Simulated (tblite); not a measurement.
Compound: C4H12N2Si.
Structure used (GFN2-xTB), in Å, numbered top down from 1:
```xyz
19
C4H12N2Si angstrom
C      0.3678    1.1241    1.8657
C      0.2574    0.2765    0.8353
Si     1.6038   -1.0394    0.6187
N      2.0155   -1.0795   -1.0594
N     -0.7289    0.3890   -0.1349
C     -1.7121    1.4370    0.0034
C     -1.2642   -0.8180   -0.7169
H      1.1991    1.0464    2.5427
H     -0.3327    1.9119    2.0842
H      1.1542   -2.4047    0.9254
H      2.7094   -0.7010    1.5279
H      2.7608   -1.6908   -1.3514
H      2.0837   -0.2036   -1.5533
H     -2.3082    1.4820   -0.9082
H     -1.2086    2.3944    0.1325
H     -2.3897    1.2770    0.8537
H     -1.7618   -0.5692   -1.6564
H     -1.9960   -1.3075   -0.0582
H     -0.4594   -1.5154   -0.9282
```

Method: GFN2-xTB as coded in tblite; computed harmonic values from a numerical Hessian at the method's own geometry, unscaled. Errors from tens to a few hundred cm⁻¹ against measured bands are possible. Modes of hydrogen on silicon can be 10 to 20 % off. One conformer, not necessarily the lowest.

Harmonic wavenumbers (cm⁻¹): 51.2, 73.1, 144.6, 164.3, 202.5, 219.5, 235.7, 261.3, 373.4, 400.7, 427.6, 451.4, 538.9, 567.7, 580.0, 650.0, 699.4, 724.2, 810.8, 820.1, 845.6, 866.7, 892.9, 1034.4, 1046.6, 1083.2, 1126.1, 1158.1, 1253.9, 1336.6, 1405.7, 1419.9, 1438.0, 1475.8, 1485.5, 1496.9, 1506.2, 1524.5, 1635.1, 2169.4, 2203.6, 2867.5, 2876.5, 2980.3, 3001.1, 3009.8, 3059.1, 3104.7, 3129.9, 3470.6, 3504.8.

A = 3147, B = 1585, C = 1203 MHz; mass 116.077 u (most abundant isotopes); point group C1, symmetry number 1.

Task: What is the zero-point energy?

Result: ½Σν̃ = 33903 cm⁻¹ = 96.93 kcal/mol.

Task: Give the ideal-gas entropy at 298.15 K and 1 bar in the rigid-rotor, harmonic-oscillator model (classical rotation).

Result: Translation 40.19, rotation 28.37, vibration 29.22: S = 97.8 cal/(mol K).

Task: And Cp and H(298.15 K) − H(0)?

Result: Cp = 39.89 cal/(mol K), of which vibrations give 31.94 (their classical limit is 51 R = 101.3); H(298.15 K) − H(0) = 7.13 kcal/mol without the zero-point energy, 4.76 from vibrations.

Task: Blend soft modes into free rotors: weight 1/[1 + (100 cm⁻¹/ν̃)⁴] for the oscillator and the rest for a rotor with moment μB/(μ + B), μ = h/(8π²ν), B = 10⁻⁴⁴ kg m². What vibrational entropy results?

Result: 27.31 cal/(mol K) in place of 29.22, which changes −T·S at 298.15 K by +0.57 kcal/mol.

Task: How do the functions run with temperature in this model?

Result: 
```csv
T (K),S (cal/(mol K)),Cp (cal/(mol K)),H − H(0) (kcal/mol),G − H(0) (kcal/mol),ln q(vib)
50,57.0,12.5,0.48,-2.36,0.42
100,67.5,18.7,1.27,-5.49,1.48
373.15,107.5,46.9,10.39,-29.73,8.69
500,122.7,57.1,17.01,-44.34,12.06
750,148.8,71.7,33.24,-78.39,18.40
1000,170.9,81.5,52.46,-118.43,24.25
```

q(vib) and H(0) count from the zero-point level.

Hindered rotation and anharmonicity are outside this model. Other conformers, if any are populated, would add a mixing term that is left out. The structure is chiral; the term R ln 2 for an equal mix with its mirror image is left out.

Hardware: one thread of an Intel Xeon at 2.50 GHz, no GPU (shared host). Cost: 2.9 s wall, 2.0 s CPU. The figure is for the frequency step alone.
